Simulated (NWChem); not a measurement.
C₄H₃F; SMILES C(=C/F)/C#C

Computed with NWChem. Coordinates come from a PBE0/def2-SVP optimisation. Ions are spin-unrestricted doublets at the neutral geometry; other ion states weren't tried.

For level PBE/def2-SVP:

- −ε(HOMO) (eV): 5.82

Question: Estimate the same quantities for level CAM-B3LYP/def2-SVP.

Answer: 
| Quantity | Result |
|---|---|
| −ε(HOMO) (eV) | 8.20 |
